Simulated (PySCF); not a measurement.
# Fractional electron number in Pb²⁺ (lead, charge +2)

The 6s beta orbital of [Xe] 4f14 5d10 6s2 is emptied in steps (occupation f), with all orbitals relaxed, ending at [Xe] 4f14 5d10 6s1. All numbers are calculated (PySCF 2.14, a scalar-relativistic core potential, in def2-TZVP with the def2 core potential (60 electrons) (6s5p3d2f, 50 functions)). The exact energy is a straight line in f; departures are measured from the line between the end points of the same method.

| f | UHF (eV) | LDA (eV) | PBE (eV) | PBE0 (eV) | r2SCAN (eV) | LC-wPBE (eV) | BHandHLYP (eV) | wB97X (eV) | CAM-B3LYP (eV) | HSE06 (eV) |
| --- | --- | --- | --- | --- | --- | --- | --- | --- | --- | --- |
| 1 | 0.000 | 0.000 | 0.000 | 0.000 | 0.000 | 0.000 | 0.000 | 0.000 | 0.000 | 0.000 |
| 0.9 | 0.030 | -0.430 | -0.425 | -0.309 | -0.385 | -0.055 | -0.205 | -0.096 | -0.193 | -0.345 |
| 0.7 | 0.069 | -1.006 | -0.995 | -0.721 | -0.900 | -0.128 | -0.479 | -0.223 | -0.452 | -0.806 |
| 0.5 | 0.080 | -1.199 | -1.187 | -0.860 | -1.071 | -0.153 | -0.573 | -0.263 | -0.540 | -0.960 |
| 0.3 | 0.066 | -1.008 | -1.000 | -0.723 | -0.899 | -0.130 | -0.484 | -0.217 | -0.456 | -0.807 |
| 0.1 | 0.028 | -0.432 | -0.429 | -0.310 | -0.385 | -0.056 | -0.209 | -0.090 | -0.197 | -0.346 |
| 0 | 0.000 | 0.000 | 0.000 | 0.000 | 0.000 | 0.000 | 0.000 | 0.000 | 0.000 | 0.000 |

| method | E(f=0) − E(f=1) (eV) | −ε at f=1 (eV) | −ε at f=0.5 (eV) |
| --- | --- | --- | --- |
| UHF | 29.759 | 30.095 | 29.752 |
| LDA | 32.616 | 27.837 | 32.609 |
| PBE | 32.105 | 27.389 | 32.089 |
| PBE0 | 31.755 | 28.330 | 31.749 |
| r2SCAN | 31.848 | 27.573 | 31.854 |
| LC-wPBE | 31.559 | 30.950 | 31.552 |
| BHandHLYP | 31.483 | 29.215 | 31.468 |
| wB97X | 31.721 | 30.655 | 31.737 |
| CAM-B3LYP | 31.936 | 29.797 | 31.923 |
| HSE06 | 31.783 | 27.946 | 31.778 |

Orbital energy along the path (eV):

```
  f      UHF      LDA      PBE     PBE0   r2SCAN  LC-wPBE  BHandHLYP    wB97X  CAM-B3LYP    HSE06
  1  -30.095  -27.837  -27.389  -28.330  -27.573  -30.950    -29.215  -30.655    -29.797  -27.946
0.9  -30.023  -28.786  -28.321  -29.010  -28.420  -31.071    -29.661  -30.869    -30.218  -28.712
0.7  -29.884  -30.692  -30.197  -30.376  -30.130  -31.312    -30.560  -31.303    -31.067  -30.244
0.5  -29.752  -32.609  -32.089  -31.749  -31.854  -31.552    -31.468  -31.737    -31.923  -31.778
0.3  -29.627  -34.532  -33.997  -33.129  -33.563  -31.798    -32.389  -32.160    -32.792  -33.317
0.1  -29.508  -36.458  -35.919  -34.513  -35.271  -32.055    -33.333  -32.546    -33.679  -34.860
  0  -29.450  -37.421  -36.879  -35.201  -36.124  -32.189    -33.820  -32.683    -34.134  -35.627
```

Reference removal energy between the ground levels: 31.937 eV (measured; NIST Atomic Spectra Database, ionization energies). UHF lacks correlation.
